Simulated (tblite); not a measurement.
C4H9O3Si (SMILES C=C[Si]([O])(OC)OC), doublet, geometry from GFN2-xTB; GFN1-xTB (tblite 0.6.0).

tblite was given this input:
```
$ tblite run mol.xyz --method gfn1 --charge 0 --spin 1 --efield 0,0,0.1 --json tblite.json --no-restart

# file mol.xyz
17

C     -1.16378327     2.32077789    -0.05444850
C     -0.20918460     1.61039233     0.46448743
Si     0.17195920    -0.25332511    -0.23780180
O      0.23081552    -0.04888493    -1.75200223
O     -1.03336833    -0.98953057     0.58055555
C     -2.35345598    -0.98209564     0.15310211
O      1.42126644    -0.66730468     0.71372810
C      2.75347124    -0.53276168     0.33469852
H     -1.42283444     3.29964269     0.33355655
H     -1.73379526     1.99095718    -0.90701580
H      0.43190449     1.84288055     1.29258962
H     -2.42452562    -1.17284166    -0.91923206
H     -2.88925905    -1.75808322     0.70236234
H     -2.81735583    -0.01255099     0.36673452
H      3.33276586    -1.29381403     0.86055344
H      3.12893806     0.45592086     0.61599108
H      2.87473949    -0.65767598    -0.74160333
```

What does tblite print? Leave out banner, timings and long lists.


```
xTB calculator
 | screened Coulomb repulsion
 | Coulomb electrostatics
 |  * isotropic Klopman-Ohno-Mataga-Nishimoto electrostatics
 |  * onsite third-order electrostatics
 | DFT-D3(BJ) dispersion correction
 | Interactions (1)
 | [1] electric field

halogen bonding energy    0.0000000000000E+00 Eh
repulsion energy          3.0235817514676E-01 Eh
dispersion energy        -6.9343252336701E-03 Eh
interaction energy        0.0000000000000E+00 Eh
number of electrons       4.7000000000000E+01 e
integral cutoff           2.8146159136829E+01 bohr

------------------------------------------------------------
  cycle        total energy    energy error   density error
------------------------------------------------------------
      1     -28.80138697241  -2.9096811E+01   4.3739015E-01
      2     -29.28594097198  -4.8455400E-01   2.3980544E-01
      3     -29.26686962276   1.9071349E-02   1.2851014E-01
      4     -29.28092887873  -1.4059256E-02   6.4148859E-02
      5     -29.32572441232  -4.4795534E-02   2.4539207E-02
      6     -29.33071118458  -4.9867723E-03   6.3308379E-03
      7     -29.33126252900  -5.5134442E-04   1.9246442E-03
      8     -29.33126333112  -8.0212172E-07   6.8208375E-04
      9     -29.33126739342  -4.0622965E-06   2.9842607E-04
     10     -29.33126840056  -1.0071423E-06   1.0369919E-04
     11     -29.33126853101  -1.3045090E-07   3.2524702E-05
     12     -29.33126854126  -1.0244666E-08   1.1285813E-05
------------------------------------------------------------

electronic energy        -2.9626692391170E+01 Eh
total energy             -2.9331268541257E+01 Eh

Post processing:
 | Mayer-Wiberg bond orders

[Info] JSON dump of results written to 'tblite.json'
```
